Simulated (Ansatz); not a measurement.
Ansatz (a quantum-chemistry and plane-wave program) input (PBE0/6-311++G(2d,2p)): A basis named .json is the Basis Set Exchange file of that set (core-valence sets with the plain set on hydrogen).

Ansatz 0.2 input:
```yaml
crystal:
  periodic: [false, false, false]
  atoms:
    - {symbol: H, position_ang: [0.00000000, 0.00000000, 0.00000000]}
basis:
  gaussian:
    orbitals: 6-311++G_2d_2p_.json
hamiltonian:
  xc: {name: PBE0}
magnetization: {spin_polarized: true, initial_magnetization: 1}
scf: {lower_state_search: full}
```

Output:

```
Functional definition: PBE0
integrals: 0.00 GiB planned
49 factors; their error is unknown
mean field: 0.04 GiB planned
mean field evaluation 1: about -13.6362 eV, gradient 2.3e-1 eV
mean field evaluation 2: about -13.6371 eV, gradient 1.4e-2 eV
mean field evaluation 4: about -13.6369 eV, gradient 2.0e-3 eV
mean field evaluation 8: about -13.6369 eV, gradient 3.9e-5 eV
mean field evaluation 16: about -13.6369 eV, gradient 2.0e-3 eV
mean field -13.63690752 eV, -0.5011471078 hartree, gradient 3.9e-5 eV, S^2 0.750000; 2 other end points of the search recorded, 0 dependent functions left out
reference -13.63694238 eV, -0.5011483889 hartree; 1, 0 occupied and 9, 10 virtual orbitals, 49 factors
Total energy: -13.63694238 eV, -0.5011483889 hartree
```
